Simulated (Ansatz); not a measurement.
Reaction (homolysis of the O–Si bond): `CO[SiH](O)O` → `C[O]`• + `O[SiH]O`•

Program: Ansatz. Geometries: PBE0-D4/def2-TZVP. ΔE: electronic, gas phase. CBS: MP2 limit from def2 TZ/QZ plus the TZ coupled-cluster correction, frozen cores. DFT in def2-TZVPP. Open shells (•) are unrestricted, without spin–orbit coupling. Each species was taken in one conformer, which may not be the lowest.

```json
{"level": "LDA (SPW92)", "ΔE (kJ/mol)": "560.1", "difference from CCSD(T)/CBS": "16.9"}
{"level": "PBE-D4", "ΔE (kJ/mol)": "491.8", "difference from CCSD(T)/CBS": "-51.4"}
{"level": "BLYP-D4", "ΔE (kJ/mol)": "487.0", "difference from CCSD(T)/CBS": "-56.2"}
{"level": "B97M-V", "ΔE (kJ/mol)": "513.0", "difference from CCSD(T)/CBS": "-30.2"}
{"level": "PBE0-D4", "ΔE (kJ/mol)": "501.9", "difference from CCSD(T)/CBS": "-41.3"}
{"level": "r2SCAN0-D4", "ΔE (kJ/mol)": "498.8", "difference from CCSD(T)/CBS": "-44.4"}
{"level": "ωB97M-V", "ΔE (kJ/mol)": "532.2", "difference from CCSD(T)/CBS": "-11.0"}
{"level": "PBE-QIDH", "ΔE (kJ/mol)": "527.4", "difference from CCSD(T)/CBS": "-15.8"}
{"level": "r2SCAN", "ΔE (kJ/mol)": "493.6", "difference from CCSD(T)/CBS": "-49.6"}
{"level": "r2SCAN0", "ΔE (kJ/mol)": "496.1", "difference from CCSD(T)/CBS": "-47.1"}
{"level": "RPA@PBE/def2-TZVPP", "ΔE (kJ/mol)": "504.8", "difference from CCSD(T)/CBS": "-38.4"}
{"level": "MP2/def2-SVP", "ΔE (kJ/mol)": "537.7", "difference from CCSD(T)/CBS": "-5.5"}
{"level": "CCSD/def2-SVP", "ΔE (kJ/mol)": "502.4", "difference from CCSD(T)/CBS": "-40.8"}
{"level": "SCS-MP2/def2-TZVPP", "ΔE (kJ/mol)": "553.7", "difference from CCSD(T)/CBS": "10.5"}
{"level": "CCSD(T)/def2-TZVPP", "ΔE (kJ/mol)": "530.1", "difference from CCSD(T)/CBS": "-13.1"}
{"level": "MP2/CBS(def2)", "ΔE (kJ/mol)": "578.1", "difference from CCSD(T)/CBS": "34.9"}
{"level": "CCSD(T)/CBS", "ΔE (kJ/mol)": "543.2", "difference from CCSD(T)/CBS": "0"}
```

Largest T1 diagnostic among the species: 0.019.

From PBE to PBE0 (25 % exact exchange), in def2-TZVPP and without D4, ΔE moves by +11.1 kJ/mol. The D4 term adds +13.0 kJ/mol with B3LYP and +7.2 kJ/mol with PBE0; it sums over pairs of atoms, weighted by their polarisabilities, and B3LYP, whose exchange is more repulsive, gets the larger term. Leaving LDA and LC-ωPBE aside and taking each functional with its dispersion term where it has one, the values, not all of them listed here, spread over 52.5 kJ/mol, from revPBE-D4 to ωB97M-V. LDA lies +76.5 kJ/mol from PBE without D4, its usual overbinding.

B3LYP here is the variant with VWN-RPA as its local correlation; programs differ in this.
